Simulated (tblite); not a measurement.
Compound: tropone, C7H6O.
Bonds: O1–C2 (double), C2–C3, C3–C4 (double), C4–C5, C5–C6 (double), C6–C7, C7–C8 (double), C2–C8. Hydrogens: H9 on C3; H10 on C4; H11 on C5; H12 on C6; H13 on C7; H14 on C8.

Computed with GFN2-xTB (tblite), gas phase: Langevin dynamics at 400 K from the optimised GFN2-xTB geometry, time step 0.5 fs, friction 0.01 fs⁻¹, 2000 steps. The instantaneous temperature is 2·E(kin)/(3Nk) with all 3N coordinates.

| t (fs) | T (K) | E(pot) above start (eV) | O1=C2 (Å) | C2–C3 (Å) | C3–C4 (Å) | C4–C5 (Å) | C5–C6 (Å) | C3–H9 (Å) |
| --- | --- | --- | --- | --- | --- | --- | --- | --- |
| 0 | 310 | 0.000 | 1.226 | 1.461 | 1.351 | 1.421 | 1.357 | 1.084 |
| 50 | 352 | 0.378 | 1.225 | 1.459 | 1.330 | 1.436 | 1.375 | 1.103 |
| 100 | 337 | 0.468 | 1.244 | 1.483 | 1.379 | 1.428 | 1.345 | 1.099 |
| 150 | 235 | 0.425 | 1.206 | 1.487 | 1.326 | 1.429 | 1.394 | 1.067 |
| 200 | 337 | 0.496 | 1.246 | 1.488 | 1.358 | 1.447 | 1.358 | 1.114 |
| 250 | 377 | 0.509 | 1.220 | 1.471 | 1.323 | 1.402 | 1.372 | 1.107 |
| 300 | 234 | 0.773 | 1.226 | 1.481 | 1.371 | 1.453 | 1.338 | 1.055 |
| 350 | 405 | 0.560 | 1.242 | 1.490 | 1.356 | 1.417 | 1.320 | 1.094 |
| 400 | 357 | 0.575 | 1.204 | 1.482 | 1.404 | 1.405 | 1.399 | 1.091 |
| 450 | 369 | 0.584 | 1.229 | 1.502 | 1.334 | 1.434 | 1.399 | 1.120 |
| 500 | 265 | 0.554 | 1.214 | 1.491 | 1.368 | 1.421 | 1.333 | 1.041 |
| 550 | 302 | 0.555 | 1.235 | 1.454 | 1.340 | 1.391 | 1.384 | 1.107 |
| 600 | 366 | 0.490 | 1.219 | 1.441 | 1.352 | 1.450 | 1.334 | 1.077 |
| 650 | 271 | 0.562 | 1.225 | 1.465 | 1.391 | 1.437 | 1.370 | 1.112 |
| 700 | 375 | 0.701 | 1.227 | 1.466 | 1.331 | 1.392 | 1.376 | 1.107 |
| 750 | 424 | 0.454 | 1.211 | 1.483 | 1.335 | 1.433 | 1.354 | 1.039 |
| 800 | 284 | 0.830 | 1.250 | 1.422 | 1.339 | 1.438 | 1.350 | 1.122 |
| 850 | 377 | 0.383 | 1.225 | 1.497 | 1.334 | 1.425 | 1.361 | 1.077 |
| 900 | 394 | 0.605 | 1.238 | 1.448 | 1.373 | 1.372 | 1.401 | 1.106 |
| 950 | 410 | 0.758 | 1.175 | 1.400 | 1.383 | 1.384 | 1.346 | 1.097 |
| 1000 | 471 | 0.588 | 1.223 | 1.427 | 1.338 | 1.477 | 1.338 | 1.090 |

Task: From 500 fs on, how do temperature and potential energy compare with equipartition?

Result: The mean temperature of these 11 frames is 358 K against the target 400 K, and the mean potential energy 0.59 eV against 36 × kT/2 = 0.62 eV for 36 classical harmonic modes. For 14 atoms in a canonical ensemble the temperature itself scatters by T·√(2/(3N)) = 87 K; here its standard deviation is 65 K. The whole run lasts only 10 friction times of 100 fs, so these averages carry a wide statistical error.

Task: What are the kinetic and total energies of the listed frame with the highest potential energy?

Result: The one at 800 fs, 0.830 eV above the start. Its kinetic energy is 3NkT/2 = 0.513 eV at 284 K, so the sum is 1.34 eV; over the listed frames the sum runs from 0.56 to 1.50 eV, since the thermostat adds and removes energy.

Task: How much do the listed bonds fluctuate from 500 fs on?

Result: 
```json
{"bond": "O1=C2", "at the start (Å)": "1.226", "mean (Å)": "1.222", "standard deviation (Å)": "0.018"}
{"bond": "C2–C3", "at the start (Å)": "1.461", "mean (Å)": "1.454", "standard deviation (Å)": "0.029"}
{"bond": "C3–C4", "at the start (Å)": "1.351", "mean (Å)": "1.353", "standard deviation (Å)": "0.020"}
{"bond": "C4–C5", "at the start (Å)": "1.421", "mean (Å)": "1.420", "standard deviation (Å)": "0.030"}
{"bond": "C5–C6", "at the start (Å)": "1.357", "mean (Å)": "1.359", "standard deviation (Å)": "0.021"}
{"bond": "C3–H9", "at the start (Å)": "1.084", "mean (Å)": "1.089", "standard deviation (Å)": "0.026"}
```

The motion is classical and holds no zero-point motion.

What follows is the cost of the whole dynamics run. On Arm Neoverse N1, one thread, on a shared host, this took 16 s and 0.18 GiB of memory at its peak.
